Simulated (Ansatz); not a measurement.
[closo-1-(Cl)B6H5]2- (B₆H₅Cl²⁻), relaxed as a singlet with RKS PBE-D4/def2-SVPD in Ansatz, starting from the GFN2-xTB geometry. Force threshold 0.02 eV/Å.

A multiply charged anion in the gas phase is held together partly by the finite basis. The highest occupied level of the charge -2 singlet lies above zero (up to 3.57 eV). The electron is either unbound and held by the finite basis, or the level is raised by self-interaction error.

Start:

```xyz
12

B     0.427   -0.386   -0.918
B    -0.056    1.144   -0.428
B     1.095    0.240    0.488
B    -0.494    0.446    1.060
B    -1.148   -0.192   -0.374
B     0.004   -1.096    0.541
Cl    1.267   -1.144   -2.722
H    -0.087    2.282   -0.917
H     2.232    0.461    0.929
H    -0.985    0.889    2.114
H    -2.288   -0.411   -0.809
H     0.033   -2.232    1.037
```

```
step  energy (eV)  largest force component (eV/Å)  SCF passes
   1  -16645.0667                           1.997          17
   2  -16645.2535                           1.440          19
   3  -16645.3134                           0.392          25
   4  -16645.3435                           0.233          19
   5  -16645.3475                           0.018          19
```

Force components are those of the run's own axes.

End:

Cartesian coordinates in Å:
```
B 0.450 -0.406 -0.966
B -0.053 1.160 -0.445
B 1.119 0.241 0.488
B -0.504 0.455 1.082
B -1.164 -0.200 -0.390
B 0.008 -1.119 0.542
Cl 1.202 -1.085 -2.582
H -0.077 2.282 -0.944
H 2.252 0.454 0.909
H -0.989 0.893 2.124
H -2.287 -0.423 -0.836
H 0.043 -2.251 1.018
```

By distances, no bond broke or formed. The bond that changes most is B1–Cl7, from 2.13 to 1.91 Å (atoms count from 1).

No frequencies were taken in this run, so the end may be a saddle point.

It took 20 s on 4 threads of Intel Xeon on a shared host.
